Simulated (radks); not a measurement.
Results of a calculation; reference values are marked as such.
Q: The mean radii <r> (bohr) of the occupied orbitals of an atom or ion are listed with their occupations. Level of theory: scalar-relativistic Kohn-Sham, PBEsol, spin-polarised, spherical densities, finite nucleus; Fermi nuclear charge, rms radius of each element as measured or else 0.836 A^(1/3) + 0.57 fm (a radial shooting solver on a logarithmic mesh with Libxc functionals).

| orbital | occ. | <r> |
|---|---|---|
| 1s up | 1 | 0.02002 |
| 1s down | 1 | 0.02002 |
| 2s up | 1 | 0.08477 |
| 2s down | 1 | 0.08477 |
| 2p up | 3 | 0.07528 |
| 2p down | 3 | 0.07528 |
| 3s up | 1 | 0.2176 |
| 3s down | 1 | 0.2176 |
| 3p up | 3 | 0.2160 |
| 3p down | 3 | 0.2159 |
| 3d up | 5 | 0.1947 |
| 3d down | 5 | 0.1947 |
| 4s up | 1 | 0.4371 |
| 4s down | 1 | 0.4371 |
| 4p up | 1 | 0.4470 |

Name the element and its charge. Open shells, if any, are filled with parallel spins first.

A: Z = 69, thulium, charge +38: Tm38+ in [Ar] 3d10 4s2 4p1. The 1s radius gives Z: for a bare nucleus <r> = (2 gamma + 1)/(2Z) with gamma = sqrt(1 - (Z/c)^2), 0.01977 bohr for Z = 69, and screening makes it slightly larger (0.02002 here). The occupations add up to 31, and the charge is Z minus that.
